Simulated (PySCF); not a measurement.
SMILES Cl[SiH](C=C)Br (C2H4BrClSi), CAM-B3LYP/def2-SVP optimised geometry.

```
9

Si    -1.52    -0.65     0.00
Cl    -2.20     1.30     0.00
Br    -2.29    -1.71    -1.80
C      0.33    -0.65     0.00
C      1.10    -1.24    -0.91
H     -2.10    -1.30     1.19
H      0.81    -0.11     0.83
H      0.68    -1.78    -1.76
H      2.20    -1.20    -0.85
```

Density from CAM-B3LYP/def2-TZVP (PySCF 2.14.0) at that geometry.

Minimum of the electron density along straight lines between bonded atoms, close to the bond critical point (lines longer than 1.1 times the sum of covalent radii, or with two minima, are not listed):

```csv
bond,length / Å,ρ at the minimum / e bohr⁻³,∇²ρ there / e bohr⁻⁵,position (fraction from the first atom)
Si1–Cl2,2.064,0.099,0.20,0.36
Si1–Br3,2.224,0.091,0.06,0.35
Si1–C4,1.853,0.130,0.18,0.39
C4–C5,1.334,0.351,-1.07,0.50
Si1–H6,1.479,0.129,0.12,0.49
C4–H7,1.098,0.274,-0.94,0.65
C5–H8,1.094,0.281,-1.00,0.65
C5–H9,1.095,0.280,-0.99,0.65
```
